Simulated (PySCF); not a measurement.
C₂NiO₂, SMILES [O+]#[C-]->[Ni]<-[C-]#[O+], multiplicity 1.

Geometry optimised at PBE-D3(BJ)/def2-SVP. The spin state was assumed, not searched.

Calculation: PBE-D3(BJ)/def2-SVP (PySCF).

Frequencies are harmonic and unscaled.

Computed vibrational spectrum:
| mode | ν (cm⁻¹) | IR (km/mol) | moving atoms (share of kinetic energy) |
|---|---|---|---|
| 1 | 71 | 1.9 | O 74 %, Ni 23 % |
| 2 | 277 | 0.0 | C 77 %, O 23 % |
| 3 | 297 | 2.4 | C 74 %, O 26 % |
| 4 | 364 | 6.1 | C 77 %, O 15 % |
| 5 | 477 | 6.3 | C 63 %, Ni 19 %, O 18 % |
| 6 | 530 | 0.0 | C 50 %, O 43 % |
| 7 | 554 | 47.4 | Ni 43 %, O 32 %, C 25 % |
| 8 | 2016 | 1344.6 | C 60 %, O 40 % |
| 9 | 2098 | 105.7 | C 62 %, O 37 % |
